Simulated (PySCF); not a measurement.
Which determinant of WF lies lowest?

Unrestricted PBE0; W def2-TZVPP with ECP60, F def2-TZVPP; scalar-relativistic core potentials (PySCF 2.14). Outer shells of the fragments: W 5d4 6s2; F 2s2 2p5.

Followed along the bond (rough minima from three points):

```tsv
2Ms+1	unpaired	⟨S²⟩ at the start	R at minimum (Å)	Te (eV)
6	σ ↑, π ↑↑, δ ↑↑	8.76	1.90	0.00
4	π ↑, δ ↑↑	3.86	1.82	0.75
4	π ↑↑, δ ↑	3.76	1.87	1.23
6	σ ↑↑, π ↑, δ ↑↑	8.76	1.95	1.25
4	σ ↑, π ↑↓, δ ↑↑	4.75	1.89	1.41
2	π ↑↓, δ ↑	2.55	1.88	1.41
```

Solutions found at the starting distance of 1.900 Å, counted from the lowest of them; the search is not exhaustive and high or unbound solutions are not listed, so other states can lie among these:

| 2Ms+1 | unpaired | term | E (eV) | ⟨S²⟩ | ⟨Lz²⟩ | μ (D) |
| --- | --- | --- | --- | --- | --- | --- |
| 6 | σ ↑, π ↑↑, δ ↑↑ | ⁶Σ⁺ | 0.00 | 8.76 | 0.00 | -2.70 |
| 4 | π ↑, δ ↑↑ | mixed | 0.88 | 3.86 | 1.25 | -2.00 |
| 4 | π ↑↑, δ ↑ | ⁴Δ | 1.24 | 3.76 | 4.00 | -2.42 |
| 6 | σ ↑↑, π ↑, δ ↑↑ | ⁶Π | 1.28 | 8.76 | 1.00 | -0.39 |
| 4 | σ ↑, π ↑↓, δ ↑↑ | mixed | 1.41 | 4.75 | 2.03 | -2.75 |
| 2 | π ↑↓, δ ↑ | mixed | 1.42 | 2.55 | 6.44 | -2.41 |
| 2 | π ↑, δ ↑↓ | mixed | 1.59 | 1.77 | 8.99 | -2.24 |
| 2 | π ↓, δ ↑↑ | mixed | 1.63 | 2.01 | 1.01 | -1.47 |
| 4 | σ ↓, π ↑↑, δ ↑↑ | mixed | 1.80 | 4.75 | 0.00 | -2.67 |
| 2 | π ↑↓, δ ↑ | mixed | 1.95 | 1.78 | 6.18 | -2.17 |
| 2 | π ↑ | mixed | 2.03 | 1.36 | 7.55 | -2.43 |
| 4 | σ ↑, π ↑, δ ↑ | mixed | 2.04 | 4.07 | 5.68 | -2.19 |
| 2 | σ ↑, π ↓↓, δ ↑↑ | mixed | 2.07 | 2.75 | 0.00 | -3.00 |
| 4 | σ ↑, π ↑, δ ↑ | mixed | 2.09 | 3.75 | 5.17 | -2.66 |

A term symbol is given only where ⟨S²⟩ and ⟨Lz²⟩ are close to those of a pure state; real π, δ and φ orbitals otherwise mix terms. A positive dipole means W(−)F(+).

Q: Compare the gap between the two lowest followed solutions at the starting distance with the gap between their minima.

A: At PBE0 the second solution (quartet, unpaired electrons π ↑, δ ↑↑) lies +0.88 eV from the first (sextet, unpaired electrons σ ↑, π ↑↑, δ ↑↑) at 1.900 Å and +0.75 eV at the minima; the two curves relax by different amounts, since their minima lie near 1.82 and 1.90 Å.

Spin–orbit coupling is left out. The state is the lowest single determinant that the PBE0 search found; with open d or f shells the true ground state can be another one.
